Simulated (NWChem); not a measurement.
# C₄H₃F; SMILES C(#C)/C=C\F

Program: NWChem. Structure relaxed at the PBE0/def2-SVP level. Level: PBE0/def2-SVP with SMD (1 M gas to 1 M solution), gas-phase geometry.

Estimate the computed values for solvent water. Quantities: solvation free energy (kcal/mol); cavity-dispersion-structure term (kcal/mol); dipole in solution (D).


```
Item                                         Result
-------------------------------------------  ------
solvation free energy (kcal/mol)               -0.6
cavity-dispersion-structure term (kcal/mol)     5.1
dipole in solution (D)                         1.75
```
